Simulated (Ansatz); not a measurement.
Ansatz (a quantum-chemistry and plane-wave program) input (B3LYP/def2-TZVPD):

Ansatz 0.2 input:
```yaml
crystal:
  periodic: [false, false, false]
  atoms:
    - {symbol: Cl, position_ang: [-1.07680411, 0.29204029, 1.74526199]}
    - {symbol: C, position_ang: [-0.15856991, 0.04300578, 0.25700685]}
    - {symbol: Br, position_ang: [-1.20413346, -1.05088319, -0.98581861]}
    - {symbol: Br, position_ang: [0.23073810, 1.77326080, -0.57309446]}
    - {symbol: Br, position_ang: [1.52359791, -0.87159817, 0.66715608]}
basis:
  gaussian:
    orbitals: def2-TZVPD
hamiltonian:
  xc: {name: B3LYP}
magnetization: {spin_polarized: true, initial_magnetization: 2}
```

Output:

```
Functional definition: B3LYP
integrals: 0.35 GiB planned
1838 factors; their error is unknown
0.39 GiB of the device are held for the grids
2.68 GiB of device memory are held for the factors and their scratch space
mean field: 2.03 GiB planned
mean field evaluation 1: about -223695.5375 eV, gradient 1.6e1 eV
mean field evaluation 2: about -223693.5497 eV, gradient 2.5e1 eV
mean field evaluation 4: about -223696.4810 eV, gradient 1.5e0 eV
mean field evaluation 8: about -223696.4937 eV, gradient 2.3e-1 eV
mean field evaluation 16: about -223697.2678 eV, gradient 1.6e-3 eV
mean field evaluation 32: about -223697.2678 eV, gradient 5.3e-5 eV
mean field evaluation 64: about -223697.1460 eV, gradient 1.7e0 eV
mean field -223697.26778227 eV, -8220.7229635445 hartree, gradient 4.6e-6 eV, S^2 2.004699; 10 other end points of the search recorded, 0 dependent functions left out
reference -223697.26808446 eV, -8220.7229746497 hartree; 65, 63 occupied and 189, 191 virtual orbitals, 1838 factors
Total energy: -223697.26808446 eV, -8220.7229746497 hartree
```

This state (charge 0, triplet) is run at the relaxed geometry of the species with charge 0 and multiplicity 1, and is a spin state other than that species' own.
